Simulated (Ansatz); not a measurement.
Ansatz (a program for electronic structure) input:

Ansatz 0.2 input:
```yaml
crystal:
  periodic: [false, false, false]
  atoms:
    - {symbol: F, position_ang: [1.00312475, -0.21259832, 1.66046507]}
    - {symbol: C, position_ang: [0.82365139, -0.30798279, 0.44756352]}
    - {symbol: C, position_ang: [-0.29770210, 0.08564303, -0.33800353]}
    - {symbol: F, position_ang: [-0.23531034, 1.15498915, -1.00873377]}
    - {symbol: F, position_ang: [-1.11844727, -0.79416432, -0.72477130]}
basis:
  gaussian:
    orbitals: def2-TZVPD
hamiltonian:
  xc: {name: CAM-B3LYP}
total_charge: 1
output: {forces: true}
```

Task: Which total energy does the run end on?

Result: -375.28151 Eh (CAM-B3LYP/def2-TZVPD). The basis has 194 functions.
